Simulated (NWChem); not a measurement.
# PbNH$_{2}$Cl, singlet; SMILES [NH2][Pb][Cl]

```xyz
5

Pb    -0.2328    -0.3614     0.0000
Cl     0.0702     2.1243     0.0000
N      1.8621    -0.7048     0.0000
H      2.3261    -1.6085     0.0000
H      2.5320     0.0602     0.0000
```
Atoms are numbered in this order, from 1.

Program: NWChem. Low-valent species are run as closed-shell singlets; no triplet was tried in these runs. All runs use the structure optimised with PBE0/def2-SVP. def2 effective core potentials on Pb; no spin-orbit coupling. LC-ωPBE (HJS hole) with def2-SVP; x = 1 − exp(−ω/0.25 bohr⁻¹) is a scale chosen for this fit.

```
row           x  −ε(HOMO) (eV)
--------  -----  -------------
ω = 0.15  0.451           7.77
ω = 0.25  0.632           8.75
ω = 0.40  0.798       withheld
ω = 0.50  0.865          10.22
ω = 0.60  0.909          10.54
```

**Question.** Fit a straight line of the last column on the one before it, predict the withheld value, and compare with the run.

**Answer.** 
1. Means of the 4 shown rows: x = 0.7143, y = 9.320. Slope Σ(x − x̄)(y − ȳ)/Σ(x − x̄)² = 0.8282/0.1367 = 6.058; intercept 4.993.
2. The shown rows scatter about the line by 0.047 (root mean square); the largest residual is -0.07, at ω = 0.25.
3. At x = 0.798 (ω = 0.40; inside the shown range) the line gives 9.83.
4. The run gives 9.76, -0.07 from the line, 1.5 times the scatter.
